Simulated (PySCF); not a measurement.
Start geometry of `[SiH3][AsH2]` from GFN2-xTB (Å):
```
atom  x, y, z in Å
Si1   -0.8053    0.1022   -0.0520
As2    1.3894   -0.0665   -0.7149
H3    -1.6686   -0.8356   -0.8106
H4    -1.2913    1.4754   -0.3729
H5    -1.0708   -0.1125    1.3618
H6     1.5880   -1.3203    0.0727
H7     1.8925    0.7282    0.4660
```

**Question.** What comes out of this run: PySCF 2.14.0, PBE0-D3(BJ)/def2-SVP geometry optimisation, gas phase?

**Answer.** 
```
atom  x, y, z in Å
Si1   -0.9294    0.1269   -0.0620
As2    1.3428   -0.0494   -0.7242
H3    -1.7232   -0.8649   -0.8485
H4    -1.4048    1.5025   -0.3994
H5    -1.1443   -0.1202    1.3954
H6     1.5277   -1.3487    0.0535
H7     1.8119    0.7941    0.4573
```

The energy falls by 7.7 kJ/mol over 4 energy and gradient evaluations, the largest force component goes from 0.0164 to 3.2e-04 Eh/bohr, and the atoms move by 0.043 Å rms after alignment. The bond that changes most is Si1–As2 (ends: SiH3 silicon; arsenic bonded to Si and 2 H), which lengthens by 0.075 Å. Bonds longer at the end by more than 0.005 Å: 5 of 6; shorter: 0. Among the angles that change most is H6–As2–H7, from 89.1° to 92.2°. Rotational constants go from 49886, 3937, 3934 to 47758, 3722, 3715 MHz. The orientation of the end geometry is arbitrary; only internal coordinates are fixed.

The run used 75 basis functions and 22 SCF cycles in all. The run took 6.6 s on one thread, Arm Neoverse V1 (aarch64), shared host with 32 logical CPUs at a one-minute load of 15, and the process peaked at 0.32 GiB of memory.

Stationary, but not proved a minimum.
